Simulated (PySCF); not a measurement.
C₃H₅ (SMILES [CH]=CC), doublet, geometry from GFN2-xTB; PBE0/STO-3G in PySCF.

PySCF was given this input:
```python
from pyscf import gto, scf, dft

mol = gto.Mole()
mol.atom = '''
    C     1.325170    0.179964   -0.009489
    C     0.060959    0.441362   -0.016029
    H     2.256522    0.693605   -0.030098
    H    -0.311249    1.475660   -0.052421
    C    -1.045896   -0.572802    0.022998
    H    -0.642507   -1.580553    0.058364
    H    -1.670082   -0.408215    0.900581
    H    -1.674084   -0.471648   -0.861307
'''
mol.basis = 'sto-3g'
mol.charge = 0
mol.spin = 1
mol.verbose = 4
mol.build()

mf = dft.UKS(mol)
mf.xc = 'pbe0'
mf.grids.prune = dft.gen_grid.sg1_prune
mf.kernel()
```

**Question.** Write the output that PySCF gives for this input, abridged.

**Answer.** 
```
PySCF version 2.14.0

[INPUT] verbose = 4
[INPUT] num. atoms = 8
[INPUT] num. electrons = 23
[INPUT] charge = 0
[INPUT] spin (= nelec alpha-beta = 2S) = 1
[INPUT] symmetry False subgroup None
[INPUT] Mole.unit = angstrom
[INPUT] Symbol           X                Y                Z      unit          X                Y                Z       unit  Magmom
[INPUT]  1 C      1.325170000000   0.179964000000  -0.009489000000 AA    2.504208368490   0.340082672281  -0.017931611196 Bohr   0.0
[INPUT]  2 C      0.060959000000   0.441362000000  -0.016029000000 AA    0.115195814827   0.834053301790  -0.030290420051 Bohr   0.0
[INPUT]  3 H      2.256522000000   0.693605000000  -0.030098000000 AA    4.264208574056   1.310723488629  -0.056876976897 Bohr   0.0
[INPUT]  4 H     -0.311249000000   1.475660000000  -0.052421000000 AA   -0.588175366545   2.788593252976  -0.099061333176 Bohr   0.0
[INPUT]  5 C     -1.045896000000  -0.572802000000   0.022998000000 AA   -1.976456994778  -1.082438903603   0.043459921413 Bohr   0.0
[INPUT]  6 H     -0.642507000000  -1.580553000000   0.058364000000 AA   -1.214162263116  -2.986812295360   0.110291975534 Bohr   0.0
[INPUT]  7 H     -1.670082000000  -0.408215000000   0.900581000000 AA   -3.155997585566  -0.771414549939   1.701851442987 Bohr   0.0
[INPUT]  8 H     -1.674084000000  -0.471648000000  -0.861307000000 AA   -3.163560269516  -0.891285547199  -1.627634339171 Bohr   0.0

nuclear repulsion = 64.773476917955
number of shells = 14
number of NR pGTOs = 60
number of NR cGTOs = 20
basis = sto-3g
ecp = {}

******** <class 'pyscf.dft.uks.UKS'> ********
method = UKS
initial guess = minao
damping factor = 0
level_shift factor = 0
DIIS = <class 'pyscf.scf.diis.CDIIS'>
diis_start_cycle = 1
diis_space = 8
diis_damp = 0
SCF conv_tol = 1e-09
SCF conv_tol_grad = None
SCF max_cycles = 50
direct_scf = True
direct_scf_tol = 1e-13
number electrons alpha = 12  beta = 11
XC library pyscf.dft.libxc version 7.1.2
    S. Lehtola, C. Steigemann, M. J. T. Oliveira, and M. A. L. Marques,  SoftwareX 7, 1–5 (2018)
XC functionals = pbe0
    C. Adamo and V. Barone,  J. Chem. Phys. 110, 6158 (1999)
    M. Ernzerhof and G. E. Scuseria,  J. Chem. Phys. 110, 5029 (1999)
radial grids:
    Treutler-Ahlrichs [JCP 102, 346 (1995); DOI:10.1063/1.469408] (M4) radial grids

becke partition: Becke, JCP 88, 2547 (1988); DOI:10.1063/1.454033
pruning grids: <function sg1_prune>
grids dens level: 3
symmetrized grids: False
atomic radii adjust function: <function treutler_atomic_radii_adjust>
small_rho_cutoff = 0
Set gradient conv threshold to 3.16228e-05
tot grids = 40536
init E= -115.85627979299

cycle= 1 E= -115.627591212332  delta_E= 0.229  |g|= 0.114  |ddm|=  2.5
cycle= 2 E= -115.639272722586  delta_E= -0.0117  |g|= 0.0629  |ddm|= 0.292
cycle= 3 E= -115.641997572822  delta_E= -0.00272  |g|= 0.0283  |ddm|= 0.118
cycle= 4 E= -115.642540870459  delta_E= -0.000543  |g|= 0.0147  |ddm|= 0.0488
cycle= 5 E= -115.642815321032  delta_E= -0.000274  |g|= 0.00505  |ddm|= 0.0313
cycle= 6 E= -115.642904653071  delta_E= -8.93e-05  |g|= 0.00311  |ddm|= 0.0201
cycle= 7 E= -115.642961293414  delta_E= -5.66e-05  |g|= 0.000767  |ddm|= 0.0261
cycle= 8 E= -115.642964656482  delta_E= -3.36e-06  |g|= 0.000126  |ddm|= 0.00737
cycle= 9 E= -115.642964691303  delta_E= -3.48e-08  |g|= 2.83e-05  |ddm|= 0.000636
cycle= 10 E= -115.642964692332  delta_E= -1.03e-09  |g|= 4.03e-06  |ddm|= 7.55e-05
cycle= 11 E= -115.642964692363  delta_E= -3.05e-11  |g|= 8.05e-07  |ddm|= 1.59e-05
Extra cycle  E= -115.642964692363  delta_E= -7.11e-13  |g|= 3.96e-07  |ddm|= 1.96e-06
converged SCF energy = -115.642964692363  <S^2> = 0.77180145  2S+1 = 2.0216839
```
